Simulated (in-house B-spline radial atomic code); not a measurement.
Binding energies in Pr⁺

NIST's tabulated ground configuration is [Xe] 4f3 6s1; each binding energy is the energy of the ion with one electron taken from that subshell, relaxed, less that of the parent. Computed with a B-spline radial code for spherical atoms: Dirac-Kohn-Sham LDA VWN5, spherical fractional occupations, Fermi nucleus of rms radius 4.8919 fm. Energies include first-order Breit, QED and recoil terms.

| subshell | X-ray name | binding energy (eV) | -ε (eV) | relaxation (eV) |
| --- | --- | --- | --- | --- |
| 1s | K | 42004.4 | 41738.1 | -412.1 |
| 2s | L1 | 6773.9 | 6717.9 | -73.9 |
| 2p1/2 | L2 | 6428.8 | 6352.7 | -93.3 |
| 2p3/2 | L3 | 5944.7 | 5871.1 | -85.3 |
| 3s | M1 | 1473.1 | 1453.4 | -22.9 |
| 3p1/2 | M2 | 1318.8 | 1297.6 | -24.1 |
| 3p3/2 | M3 | 1223.3 | 1202.2 | -22.8 |
| 3d3/2 | M4 | 954.7 | 929.2 | -26.4 |
| 3d5/2 | M5 | 934.1 | 908.7 | -25.9 |
| 4s | N1 | 302.4 | 293.1 | -9.9 |
| 4p1/2 | N2 | 244.1 | 234.8 | -9.8 |
| 4p3/2 | N3 | 223.4 | 214.2 | -9.5 |
| 4d3/2 | N4 | 127.2 | 118.3 | -9.0 |
| 4d5/2 | N5 | 123.6 | 114.6 | -8.9 |
| 5s | O1 | 50.8 | 45.02 | -5.88 |
| 5p1/2 | O2 | 34.83 | 29.43 | -5.46 |
| 5p3/2 | O3 | 31.85 | 26.59 | -5.28 |
| 4f | N6,7 | 14.46 | 7.29 | -7.07 |
| 6s | P1 | 10.81 | 8.32 | -2.50 |

Relaxation = -ε minus the binding energy without Breit, QED and recoil terms. With a density functional, K lines can miss by some tenths of a per cent, more in light atoms. For a density functional the relaxation so defined is negative, because -ε of a Kohn-Sham level is smaller than the binding energy.

Emission lines follow as differences of binding energies, with λ = 12398.42 eV·Å / E:

```csv
line,holes,energy (eV),wavelength (Å)
K-L3,1s → 2p3/2,36059.7,0.34383
K-L2,1s → 2p1/2,35575.6,0.34851
K-M3,1s → 3p3/2,40781.1,0.30402
L3-M5,2p3/2 → 3d5/2,5010.6,2.4744
L2-M4,2p1/2 → 3d3/2,5474.1,2.2649
L1-M3,2s → 3p3/2,5550.6,2.2337
L3-M1,2p3/2 → 3s,4471.6,2.7727
L2-N4,2p1/2 → 4d3/2,6301.6,1.9675
```

**Question.** What screening constant σ does Moseley's law, E = (3/4)·13.6057 eV·(Z - σ)², need for K-L3?

**Answer.** σ = -0.45.

Moseley's non-relativistic formula needs a falling, then negative, screening constant for heavy elements, because relativity binds the 1s electron more strongly than the formula allows.

**Question.** What does it cost to remove both a 3p1/2 and a 4s electron?

**Answer.** 1646.9 eV, which is 25.68 eV more than the two single binding energies together.

**Question.** What does it cost to remove both a 2p3/2 and a 2p1/2 electron?

**Answer.** 12555 eV, which is 181.2 eV more than the two single binding energies together.

**Question.** What does it cost to remove both a 4p1/2 and a 6s electron?

**Answer.** 262.41 eV, which is 7.547 eV more than the two single binding energies together.
